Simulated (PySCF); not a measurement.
SMILES [F][GaH2] (H2FGa), singlet, PBE0/def2-SVP optimised geometry.

```
4

Ga    -0.26    -0.22     0.00
H      1.30    -0.22     0.00
H     -1.30    -1.38     0.00
F     -0.97     1.38     0.00
```

Density from PBE0/def2-TZVP (PySCF) at that geometry.

Minimum of the electron density along straight lines between bonded atoms, close to the bond critical point (lines longer than 1.1 times the sum of covalent radii, or with two minima, are not listed):

```csv
bond,length / Å,ρ at the minimum / e bohr⁻³,∇²ρ there / e bohr⁻⁵,position (fraction from the first atom)
Ga1–H2,1.559,0.118,0.13,0.60
Ga1–H3,1.560,0.118,0.13,0.60
Ga1–F4,1.758,0.130,0.85,0.49
```
